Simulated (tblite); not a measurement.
Species: C₇H₅S (doublet state).
Atom-mapped SMILES: `[CH2:1][C:2]#[C:3][c:4]1[cH:5][cH:6][cH:7][s:8]1` (hydrogens: H9, H10 on C1; H11 on C5; H12 on C6; H13 on C7)

The geometry is computed with GFN2-xTB (gas phase). This method treats the open shell by occupation alone, without spin polarisation.

(1) List the bond lengths and angles at this level.

Results:

(1) 
```tsv
bond	length (Å)
C1–C2	1.329
C2≡C3	1.239
C3–C4	1.359
C4–C5	1.392
C5–C6	1.395
C6–C7	1.367
C7–S8	1.717
C4–S8	1.764
C1–H9	1.076
C1–H10	1.076
C5–H11	1.075
C6–H12	1.076
C7–H13	1.072
```

A selection of angles:
```tsv
angle	degrees
C1–C2–C3	178.7
C2–C3–C4	178.5
C3–C4–C5	128.3
C3–C4–S8	121.5
C5–C4–S8	110.2
C4–C5–C6	113.1
C5–C6–C7	113.2
C6–C7–S8	112.7
C4–S8–C7	90.9
```

The C–C distances run from 1.239 Å (C2≡C3, drawn triple) to 1.395 Å (C5–C6, aromatic), a spread of 0.156 Å. The 2 C–S bonds span 1.717 Å (C7–S8, aromatic) to 1.764 Å (C4–S8, aromatic), a spread of 0.047 Å. The 5-membered ring C4–C5–C6–C7–S8 has internal angles of 90.9° to 113.2° (sum 540°, against 540° for a flat polygon); it is planar, 0.00 Å rms from its mean plane, widest ring torsion 0°. C6 (carbon bonded to 2 C and H) is planar (angles 123.7°, 123.1° and 113.2°, sum 360.0°, 0.00 Å off the plane of its three neighbours). C4 (carbon bonded to 2 C and S) is planar (angles 128.3°, 121.5° and 110.2°, sum 360.0°, 0.00 Å off the plane of its three neighbours). C1 (carbon bonded to C and 2 H) is planar (angles 121.2°, 120.8° and 118.0°, sum 360.0°, 0.00 Å off the plane of its three neighbours). C7 (carbon bonded to C, S and H) is planar (angles 128.1°, 119.2° and 112.7°, sum 360.0°, 0.00 Å off the plane of its three neighbours).

Point group: Cs (every atom within 0.08 Å of its image). Its GFN2-xTB frequencies are all real (lowest 85 cm⁻¹).

Time: 0.44 s. Hardware: one thread of an Intel Xeon at 2.60 GHz, no GPU, shared host with 96 logical CPUs at a one-minute load of 28. These figures are those of the optimisation.
